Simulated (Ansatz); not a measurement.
Geometry optimisation, RHF/def2-SVP in Ansatz.

Input:

```yaml
crystal:
  periodic: [false, false, false]
  atoms:
    - { symbol: Ge, position_ang: [0.0, 0.0, 0.0] }
    - { symbol: Ge, position_ang: [0.0, 0.0, 2.75] }
    - { symbol: H, position_ang: [-1.3958, -0.4318, 3.2674] }
    - { symbol: H, position_ang: [1.0719, -0.9929, 3.2674] }
    - { symbol: H, position_ang: [0.324, 1.4247, 3.2674] }
    - { symbol: F, position_ang: [1.5842, 0.0, -0.5594] }
    - { symbol: F, position_ang: [-0.7913, 1.3709, -0.5594] }
    - { symbol: H, position_ang: [-0.73, -1.2648, -0.5162] }
    - { symbol: H, position_ang: [-1.7556, 0.0056, 0.5833] }
    - { symbol: H, position_ang: [-1.5496, 0.0049, 1.5485] }
basis:
  gaussian: { orbitals: def2-SVP }
hamiltonian:
  xc: hf
relax:
  f_tol: 0.15
  max_steps: 25
  restrain:
    - { distance: [0, 8], at: 1.55, k: 30.0 }
    - { distance: [9, 1], at: 1.55, k: 30.0 }
    - { distance: [0, 1], at: 3.6, k: 30.0 }
    - { distance: [9, 8], at: 1.86, k: 30.0 }
```

Launched with:

```bash
$ ansatz run input.yaml --threads 2 --pin off --max-ram 3072MiB --backend cpu --events-out ev --progress --plain --runs-dir out
```

Q: Where does it end, and by what steps?

A: It converged. The restraints hold the end off the free minimum; the threshold counts their pulls, which the force column leaves out. Restrained pairs: Ge1–H9 (1.85 → 1.53 Å), Ge2–H10 (1.96 → 1.54 Å), Ge1–Ge2 (2.75 → 3.62 Å), H9–H10 (0.99 → 1.88 Å). After 14 steps the energy has fallen by 3.418 eV (the restraints' own energy left out); F7 moved furthest, 1.50 Å.

```csv
step,energy less start (eV),largest force component (eV/Å),accepted
0,0.0000,5.748,yes
1,2.7584,5.451,yes
2,3.6478,3.093,yes
3,2.1537,2.936,yes
4,0.1544,2.115,yes
5,-1.1732,1.625,yes
6,-1.9873,1.350,yes
7,-2.4883,1.137,yes
8,-2.8119,0.957,yes
9,-3.0841,0.819,yes
10,-3.2765,0.814,yes
11,-3.3740,0.685,yes
12,-3.4051,0.776,yes
13,-3.4074,0.895,yes
14,-3.4178,0.824,yes
```

```xyz
10
Properties=species:S:1:pos:R:3
Ge -0.448 0.122 -0.482
Ge -0.265 -0.168 3.117
H -0.934 -0.589 4.436
H 0.860 -1.155 2.787
H 0.271 1.258 3.249
F 0.909 0.693 0.402
F -0.381 0.998 -1.958
H -0.219 -1.348 -0.799
H -1.708 0.506 0.301
H -1.328 -0.202 1.997
```

The run took 33 s on 2 threads of Arm Neoverse V2 (shared host), peak memory 0.32 GiB.
